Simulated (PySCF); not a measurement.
# ClGeN: from structure and modes to constants

Computed with PBE0/[Ge def2-TZVP, N def2-TZVP, Cl def2-TZVP], no relativity, density fitting, PySCF.

The singlet minimum has C∞v symmetry. Masses (u): Ge 73.92118, N 14.00307, Cl 34.96885.

```xyz
3
charge 0 multiplicity 1, angstrom
Ge    0.0000    0.0000   -0.4119
N     0.0000    0.0000   -2.0487
Cl    0.0000    0.0000    1.6911
```

Harmonic wavenumbers (cm⁻¹): 105.4 (π, ×2), 435.4 (σ+, ×1), 1043.4 (σ+, ×1).

Problem. Find the principal moments of inertia and the rotational constants. What kind of rotor is it?

Solution. About the centre of mass I = 171.32 u Å². With B = 16.8576/I this gives 0.0984 cm⁻¹. The molecule is linear.

Problem. What is the harmonic zero-point energy?

Solution. Half the sum of all 4 wavenumbers, 1690/2 = 845 cm⁻¹, which is 10.1 kJ/mol (1 cm⁻¹ = 0.0119627 kJ/mol).

Problem. Find the vibrational entropy and heat capacity at 298.15 K.

Solution. With u = 1.43878 ω/T, each mode gives S = R[u/(eᵘ−1) − ln(1−e⁻ᵘ)] and C = R u² eᵘ/(eᵘ−1)².
```
  ω (cm⁻¹)      u  S (J/(mol K))  C (J/(mol K))
105.4 (×2)  0.509          14.03           8.14
     435.4  2.101           3.52           5.83
    1043.4  5.035           0.33           1.39
```
The sums over all modes are S = 31.9 and C = 23.5 J/(mol K); the softest mode gives 44 % of the entropy (each member, where degenerate).

Problem. Give the standard entropy (298.15 K, 1 bar) by its translational, rotational, vibrational and spin parts, and Cp.

Solution. Sackur–Tetrode with M = 122.89 u gives 168.9; rotation with symmetry number 1 gives 71.9; vibration 31.9; spin R ln 1 = 0.0. The total is 272.7 J/(mol K), and Cp = 7/2 R + 23.5 = 52.6 J/(mol K).

Only a few start shapes were tried, so a lower isomer may exist.
